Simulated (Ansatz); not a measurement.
InH3 (SMILES [H][In]([H])[H]): methods side by side

The species is InH3 (4 atoms), meant as a singlet with charge 0. As SMILES, `[H][In]([H])[H]`. The shape comes from GFN2-xTB, which is rough for such elements, and wasn't checked as a minimum.

```tsv
atom	x (Å)	y (Å)	z (Å)
In	0.0006	-0.0007	-0.0005
H	1.7189	-0.0278	0.0135
H	-0.8345	1.5014	-0.0178
H	-0.8851	-1.4729	0.0048
```

Each level gives the energy change with the In1–H2 bond stretched from 1.719 to 4.296 Å (eV). The values are calculated.

```
                        level                    kind  program  value (eV)  less FCI/STO-3G  CPU time (all runs)
   revPBE/STO-3G (restricted)                     GGA   Ansatz        6.31            +1.78                1.3 s
   r2SCAN/STO-3G (restricted)                meta-GGA   Ansatz        6.84            +2.31                2.7 s
     PBE0/STO-3G (restricted)           global hybrid   Ansatz        7.26            +2.73                1.3 s
CAM-B3LYP/STO-3G (restricted)  range-separated hybrid   Ansatz        7.87            +3.34                1.4 s
  wB97M-V/STO-3G (restricted)  range-separated hybrid   Ansatz        8.04            +3.51                  9 s
  RPA@PBE/STO-3G (restricted)                     RPA   Ansatz        5.32            +0.79                1.8 s
      MP2/STO-3G (restricted)     perturbation theory   Ansatz        5.97            +1.44                0.6 s
   CCSDTQ/STO-3G (restricted)   coupled cluster or CI   Ansatz        4.53             0.00                5.2 s
                   FCI/STO-3G      exact in the basis   Ansatz        4.53             0.00                1.2 s
```

FCI/STO-3G is exact within its basis and frozen core, so for wave-function methods in that basis the difference is their error; functionals converge differently with the basis, so for them it is only a difference. All-electron rows without a relativistic Hamiltonian named are non-relativistic. The first shape isn't each level's own minimum. The values span 4.53 to 8.04 eV. All rows use very small basis sets, so even the best lies far from the true value. In the correlated wave-function rows the outer d shell of In is correlated, in sets not made for it. Times are those of the runs behind each value, whatever else they computed, on shared processors of several kinds: orders of magnitude only.
